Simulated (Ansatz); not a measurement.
Problem. Name a neutral molecule of C, Ga, N, Si and H with HOMO energy (B3LYP/def2-TZVPP) between -6.65 and -6.35 eV and HOMO–LUMO gap (B3LYP/def2-TZVPP) between 5.20 and 5.50 eV (Ansatz, PBE0-D4/def2-TZVP geometry).

Solution. `[SiH3]C[NH][GaH2]` (-6.42 eV, 5.28 eV). Other molecules can fit too; these were computed, each in one conformer that needn't be the lowest.

B3LYP here is the variant with VWN-RPA as its local correlation; programs differ in this.
